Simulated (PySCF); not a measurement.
# Computed properties of Sn(H)(Br)(NH2)2 (BrH₅N₂Sn), SMILES [SnH]([Br])([NH2])[NH2]

BrH₅N₂Sn, SMILES [NH2][SnH]([NH2])[Br]. Geometry: PBE0-D3(BJ)/def2-SVP. The structure was generated by enumeration; whether it is a known compound was not checked. The def2 effective core potentials stand for the cores of Sn; spin–orbit coupling is left out. Other conformers were not sampled. All values are computed for the isolated molecule unless a solvent is named; none is compared with measurement here.

**Structure.** All 21 harmonic modes at PBE0-D3(BJ)/def2-SVP (PySCF) are real, so it is a minimum. With heavy atoms numbered as in [SnH:1]([NH2:2])([NH2:3])[Br:4], the shortest bond between them is Sn1–N3 at 2.026 Å and the longest Sn1–Br4 at 2.526 Å.

**Vibrations.** The strongest infrared lines (harmonic, unscaled, degenerate partners summed) lie at 551 cm⁻¹ (246 km/mol, N 63 %, H 32 %), 558 cm⁻¹ (154 km/mol, H 60 %, N 34 %), 1972 cm⁻¹ (119 km/mol, H 99 %). The softest mode is at 83 cm⁻¹ and the zero-point energy is 36.7 kcal/mol.

**Electronic structure.** M06-2X/def2-TZVP (PySCF) places the frontier levels at -9.00 and 0.01 eV, a gap of 9.01 eV, and gives a dipole moment of 1.14 D and a mean polarisability of 73.1 bohr³. PBE/def2-TZVP (PySCF) at the same geometry gives -6.22 and -1.91 eV, so its gap is 4.70 eV narrower. An orbital gap is neither the optical nor the fundamental gap.

**Excitations.** TDA-PBE0/def2-SVPD (PySCF) has S1 at 5.48 eV (226 nm, f = 0.068, bright); the most intense of the 10 singlets computed lies at 5.91 eV (f = 0.12). T1 (TDA) is at 4.72 eV, 0.76 eV under S1. TDA-PBE/def2-SVPD (PySCF) puts S1 at 4.69 eV. No vertical singlet excitation falls in the visible range (under 3.1 eV).
